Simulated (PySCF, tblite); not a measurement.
A set of runs on `[H]/N=C\CCO[SiH2]N`; the geometry of each is named by its level. Settings lines and outputs come from a driver script.

C₃H₁₀N₂OSi.
Atom-mapped SMILES: `[H]/[N:1]=[CH:2]\[CH2:3][CH2:4][O:5][SiH2:6][NH2:7]` (hydrogens: H8 on N1; H9 on C2; H10, H11 on C3; H12, H13 on C4; H14, H15 on Si6; H16, H17 on N7)

Step 1: GFN2-xTB geometry optimisation, gas phase (tblite 0.8.0) (from a force-field or distance-geometry start)
```json
{"job": {"kind": "relax", "xc": "GFN2-xTB", "basis": "xTB"}, "charge": 0, "multiplicity": 1}
```
```
step      E/eV     max force
  0    -629.94992    3.979
  1    -630.26395    3.429
  2    -630.42993    1.174
...
171    -631.22594    0.034
172    -631.22598    0.030
173    -631.22601    0.017
174    -631.22603    0.013
175    -631.22604    0.009
```

Energy lowered by 29.4 kcal/mol over 175 steps; largest atomic force 0.009 eV/Å at the end. «max force» is the largest atomic force in eV/Å.

On one thread of an Intel Xeon at 2.50 GHz, no GPU (shared host), this took 3.6 s.

Step 2: GFN2-xTB harmonic vibrations, gas phase (tblite 0.8.0) (on the GFN2-xTB geometry)
```json
{"job": {"kind": "ir", "xc": "GFN2-xTB", "basis": "xTB"}, "charge": 0, "multiplicity": 1}
```
```
(table of modes left out)
```

45 modes from 49 to 3515 cm⁻¹ (unscaled, harmonic); zero-point energy 83.3 kcal/mol; all wavenumbers are real at this level.

On an Intel Xeon at 2.50 GHz with one thread, shared host, this took 1.6 s of wall time.

Step 3: TDDFT wB97X-D/def2-SVPD, vertical, gas phase, core orbitals frozen in the response (PySCF 2.14.0, density-fitted response routines) (on the GFN2-xTB geometry)
```json
{"job": {"kind": "uv", "xc": "wB97X-D", "basis": "def2-SVPD", "nstates": 8, "ntriplets": 3}, "charge": 0, "multiplicity": 1}
```
```
...
Static polarisability (au): isotropic 79.191, principal 73.039 79.918 84.615
Singlet excitations
state   eV       nm        f      main configurations
  1   5.2389    236.7   0.00284   H-1->L 0.84
  2   6.9527    178.3   0.00724   H->L 0.71, H->L+1 0.17
  3   7.0350    176.2   0.03214   H->L+1 0.39, H->L+2 0.34, H->L 0.16
  4   7.2643    170.7   0.00508   H->L+2 0.31, H->L+3 0.24, H->L+1 0.16
  5   7.5093    165.1   0.08573   H-2->L 0.85
  6   7.7310    160.4   0.03099   H-1->L+1 0.41, H-1->L+5 0.14, H-1->L+2 0.11
  7   8.0382    154.2   0.00247   H-3->L 0.86
  8   8.1146    152.8   0.02569   H-2->L+2 0.38, H-1->L+3 0.16, H-2->L+3 0.10
Triplet excitations (Tamm-Dancoff, eV): 4.5146 5.3786 6.7264
```

HOMO -9.33 eV, LUMO 1.45 eV; lowest singlet 5.24 eV; lowest triplet 4.51 eV (Tamm–Dancoff); mean polarisability 79.2 au.

On one thread of an Intel Xeon at 2.50 GHz, no GPU, shared host with 64 logical CPUs at a one-minute load of 63, this took 2.3 min and 0.95 GiB of memory at its peak.

Geometry of the electronic-property runs (GFN2-xTB):
```
atom  x, y, z in Å
N1    -1.0816   -1.1306    1.5646
C2    -1.2690   -1.2195    0.3280
C3    -1.7362   -0.1503   -0.6104
C4    -0.5057    0.5051   -1.2636
O5     0.1900    1.2630   -0.3282
Si6    1.6942    1.0796    0.2599
N7     1.9538   -0.5402    0.7839
H8    -1.3184   -0.2215    1.9635
H9    -1.0071   -2.1697   -0.1317
H10   -2.2858    0.6225   -0.0681
H11   -2.3702   -0.5735   -1.3902
H12   -0.8382    1.1781   -2.0641
H13    0.1334   -0.2686   -1.7020
H14    1.6290    2.1494    1.2510
H15    2.7159    1.2796   -0.7695
H16    2.8585   -0.7933    1.1444
H17    1.2304   -0.9980    1.3215
```

 (This holds for the electronic-property runs.)

One conformer stands for the species.

Note: wB97X-D ran without an empirical dispersion term, which enters the total energy and its gradient alone.
